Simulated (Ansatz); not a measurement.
Geometry optimisation, Ansatz, RKS PBE/def2-SVP.

Input:

```yaml
crystal:
  periodic: [false, false, false]
  atoms:
    - { symbol: Ge, position_ang: [0.0, 0.0, 0.0] }
    - { symbol: C, position_ang: [0.0, 0.0, 1.96] }
    - { symbol: H, position_ang: [-0.9996, -0.3092, 2.3305] }
    - { symbol: H, position_ang: [0.7676, -0.7111, 2.3305] }
    - { symbol: H, position_ang: [0.232, 1.0203, 2.3305] }
    - { symbol: O, position_ang: [1.6691, 0.0, -0.5894] }
    - { symbol: H, position_ang: [1.9855, -0.9521, -0.7061] }
    - { symbol: F, position_ang: [-0.7913, 1.3709, -0.5594] }
    - { symbol: O, position_ang: [-0.8337, -1.4443, -0.5894] }
    - { symbol: H, position_ang: [-1.2883, -1.91, 0.183] }
basis:
  gaussian: { orbitals: def2-SVP }
hamiltonian:
  xc: pbe
relax:
  f_tol: 0.02
  max_steps: 40
```

Run as:

```bash
$ ansatz run input.yaml --threads 4 --pin off --max-ram 5120MiB --backend cpu --events-out ev --progress --plain --runs-dir out
```

Where does it end, and by what steps?

It converged. After 28 steps the energy has fallen by 0.370 eV; H10 moved furthest, 0.98 Å.

| step | energy less start (eV) | largest force component (eV/Å) | accepted |
| --- | --- | --- | --- |
| 0 | 0.0000 | 1.906 | yes |
| 1 | -0.1874 | 0.918 | yes |
| 2 | -0.2360 | 0.223 | yes |
| 3 | -0.2531 | 0.189 | yes |
| 4 | -0.2832 | 0.246 | yes |
| 5 | -0.0986 | 2.859 | no |
| 6 | -0.3066 | 0.203 | yes |
| 7 | -0.3239 | 0.170 | yes |
| 8 | -0.3464 | 0.095 | yes |
| 9 | -0.3485 | 0.084 | yes |
| 10 | -0.3504 | 0.308 | yes |
| 11 | -0.3566 | 0.280 | yes |
| 12 | -0.3377 | 1.413 | no |
| 13 | -0.3616 | 0.025 | yes |
| 14 | -0.3595 | 0.704 | no |
| 15 | -0.3639 | 0.060 | yes |
| 16 | -0.3654 | 0.190 | yes |
| 17 | -0.3680 | 0.042 | yes |
| 18 | -0.3671 | 0.123 | no |
| 19 | -0.3687 | 0.022 | yes |
| 20 | -0.3691 | 0.135 | yes |
| 21 | -0.3694 | 0.034 | yes |
| 22 | -0.3696 | 0.027 | yes |
| 23 | -0.3699 | 0.037 | yes |
| 24 | -0.3700 | 0.037 | yes |
| 25 | -0.3702 | 0.029 | yes |
| 26 | -0.3703 | 0.023 | yes |
| 27 | -0.3704 | 0.023 | yes |
| 28 | -0.3704 | 0.020 | yes |

```xyz
10
Properties=species:S:1:pos:R:3
Ge 0.037 -0.263 0.255
C 0.055 0.099 2.154
H -0.939 0.469 2.472
H 0.293 -0.834 2.701
H 0.825 0.863 2.372
O 1.677 -0.014 -0.393
H 1.754 -0.404 -1.284
F -1.075 0.821 -0.587
O -0.553 -1.887 -0.211
H -1.333 -1.786 -0.790
```

Whether the end is a true minimum wasn't checked by a vibrational analysis.

Time of the run: 37 s on 4 threads of Arm Neoverse V1, on a shared host, peak memory 0.17 GiB.
